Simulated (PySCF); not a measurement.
**From computed data to an observable: chemical shift, span and skew from a shielding tensor**

Ge(F)2(Cl)(NH2) (ClF2GeH2N), SMILES [NH2][Ge]([F])([F])[Cl]. Atoms are numbered in the order given.

```xyz
7

N      1.8506    -0.3829     0.3601
Ge     0.1387     0.1686     0.1452
F     -0.6161     0.3578     1.6973
F     -0.0350     1.7512    -0.5712
Cl    -0.9555    -1.2475    -1.0276
H      2.2175    -0.8539    -0.4745
H      2.4928     0.3662     0.6439
```
Charge 0, spin multiplicity 1.

Geometry: PBE-D3(BJ)/def2-SVP. The structure was generated by enumeration, and PubChem lists no compound with its InChIKey, so it may never have been made. The values are those of a single conformer.

GIAO shieldings from PBE/pcSseg-1 run with PySCF, non-relativistic, no solvent. The symmetric part of the tensor of F3 has the principal values 197.5, 237.4, 376.0 ppm. The same nucleus in CFCl3 has σ = 133.6 ppm at this level (PySCF, at its B3LYP-D3(BJ)/def2-TZVP geometry). Without spin–orbit terms, shifts of atoms bonded to Cl or Br come out too high.

Q: Work out the isotropic shielding, the ¹⁹F shift against CFCl3, the span and the skew.

A: 
σ(iso) = (σ11 + σ22 + σ33)/3 = 270.3 ppm. δ = σ(ref) − σ(iso) = 133.6 − (270.3) = -136.7 ppm.
Span Ω = σ33 − σ11 = 178.5 ppm. Skew κ = 3(σ(iso) − σ22)/Ω = 0.55. Tumbling in solution averages the tensor to δ; in a static solid the shielding alone would spread this spin-1/2 line over Ω.
